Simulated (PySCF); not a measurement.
## Mg²⁺ (magnesium, charge +2): r2SCAN calculation

Configuration: [Ne], closed-shell 1S. Computed with PySCF 2.14 in cc-pVDZ-DK (4s3p1d, 18 functions), with scalar relativity by spin-free X2C-1e.

```json
{
 "Total energy": "-199.5187 hartree",
 "One-electron energy": "-271.3605 hartree",
 "Hartree (Coulomb) energy": "87.9246 hartree",
 "Exchange-correlation energy": "-16.0828 hartree",
 "⟨S²⟩": "0.0000",
 "⟨L²⟩": "0.000",
 "Sum of ⟨r⟩": "5.741 bohr",
 "Sum of ⟨r²⟩": "4.756 bohr²",
 "Langevin diamagnetic susceptibility": "-3.77 ×10⁻⁶ cm³/mol",
 "Time after the integrals": "0.21 s of wall time on 1 thread of Neoverse-N1 (shared host)"
}
```

```csv
shell,electrons,mean orbital energy (eV),"rms radius, mean of both spins (bohr)"
1s,2,-1289.7,0.151
2s,2,-103.11,0.756
2p,6,-68.191,0.771
```
